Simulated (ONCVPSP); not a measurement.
# nitrogen: excitation energies, all-electron against ONCV

ONCVPSP 4.0.1 input, shortened (lines: element, Z, core and valence counts, functional; n l f; lmax; l rc ep ncon nbas qcut; lloc lpopt rc5 dvloc0; l nproj debl; icmod fcfact rcfact), LDA (Perdew-Wang 92), scalar-relativistic:

```
  N 7.00    1    2  -001012      upf
    1    0    2.00
    2    0    1.50
    2    1    3.50
    1
    0    0.70    0.00    3    7    9.50
    1    2.50    0.00    3    7    4.30
    0    5    0.70    0.00
    0    0    1.20
    1    2    3.00
    0    0.00    0.00
```

Energies are relative to the spin-unpolarised reference configuration 2s1.5 2p3.5; without spin polarisation the order of configurations can differ from experiment.

```tsv
valence configuration	charge	ΔE all-electron (eV)	error AE − PS (meV)
2s2 2p3	0	-5.597	-19
2s2 2p2	+1	8.134	+427
```

What are ΔE and the potential's error for 2s2 2p1?

ΔE = 37.107 eV all-electron; the error (AE − PS) is +2288 meV.

What are ΔE and the potential's error for 2s2 2p0?

ΔE = 84.276 eV all-electron; the error (AE − PS) is +6939 meV.

Levels in the configuration 2s2 2p2:

| level | all-electron (eV) | pseudo (eV) |
| --- | --- | --- |
| 2s | -32.251 | -31.665 |
| 2p | -20.817 | -19.870 |

These tests converged, but a pseudo level misses the all-electron one widely, so the file describes the atom poorly there or has found another state: 2s2 2p1: 2p by 3.0 eV.
